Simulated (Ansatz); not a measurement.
`N=C=C[SiH3]` + `BO` → `BO[SiH3]` + `C=C=N` at 298.15 K and 1 bar (ligand exchange at the Si–C bond).

Isolated molecules relaxed with PBE0-D4/def2-TZVP in Ansatz; ΔE leaves out vibrations. CBS: MP2 limit from def2 TZ/QZ plus the TZ coupled-cluster correction, frozen cores. This one scheme is used for every species. Each species was taken in one conformer, which may not be the lowest.

```
      species  CCSD(T)/CBS energy (Eh)  H − E (kJ/mol)  S (J/(mol·K))
`N=C=C[SiH3]`               -422.83912           174.8          308.6
         `BO`               -101.80414           103.5          230.4
   `BO[SiH3]`               -392.11480           149.0          292.2
      `C=C=N`               -132.55079           127.2          249.7
```

H − E and S are ideal-gas, rigid-rotor, harmonic terms from PBE0-D4/def2-TZVP, for one conformer and one mirror image of each species. 1 Eh = 2625.50 kJ/mol, R = 8.31446 J/(mol·K).

**Question.** By hand: ΔE, ΔH, ΔS and ΔG.

**Answer.** ΔE = (-392.11480) + (-132.55079) − (-422.83912) − (-101.80414) = -0.02233 Eh = -58.6 kJ/mol. Δ(H − E) = 149.0 + 127.2 − 174.8 − 103.5 = -2.1, so ΔH = -60.7 kJ/mol. ΔS = 292.2 + 249.7 − 308.6 − 230.4 = 2.9 J/(mol·K). ΔG = -60.7 − 298.15 × (2.9)/1000 = -61.6 kJ/mol.

**Question.** By hand: the equilibrium constant, and the temperature at which ΔG would vanish if ΔH and ΔS stayed fixed.

**Answer.** log₁₀ K = −ΔG/(RT ln 10) = 10.8. ΔH and −TΔS have one sign here, so there is no such temperature.

The number of gas molecules stays the same, so ΔS is small and ΔH decides. A doubt of 5 kJ/mol in ΔE shifts log₁₀ K by 0.9 here. Other conformers and mirror images would add mixing entropy, several J/(mol·K) or more a flexible species. These are equilibria of isolated gas molecules and say nothing of rates. Largest T1 diagnostic: 0.015 (customary marks: 0.02 for closed shells, 0.045 for open ones).

ΔS is within the doubt of such terms, so its sign, and with it that verdict, could turn.
